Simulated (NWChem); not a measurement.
A series in which one site is exchanged, each optimised at PBE0/def2-SVP with NWChem, gas phase unless a solvent is named. Some are not confirmed as minima by frequencies. def2 effective core potentials on I; no spin-orbit coupling.

A: [F][Zn][Cl] (ZnClF; site = F)
B: [Cl][Zn][Cl] (ZnCl₂; site = Cl)
C: [Cl][ZnH] (ZnHCl; site = H)
D: [Cl][Zn][I] (ZnICl; site = I)

```tsv
quantity	A	B	C	D
dipole (D), PBE0/def2-SVP	___	0.00	1.90	0.64
orbital gap (eV), PBE0/def2-SVP	___	7.28	8.29	6.26
static polarisability, B3LYP/def2-SVPD (bohr³)	___	50.6	39.5	74.5
lowest singlet excitation, B3LYP/def2-SVPD, TDA (eV)	___	5.59	6.59	4.62
```

**Question.** Complete the blanks.

**Answer.** 
- dipole (D), PBE0/def2-SVP, A: 0.29
- orbital gap (eV), PBE0/def2-SVP, A: 7.43
- static polarisability, B3LYP/def2-SVPD (bohr³), A: 34.9
- lowest singlet excitation, B3LYP/def2-SVPD, TDA (eV), A: 5.74
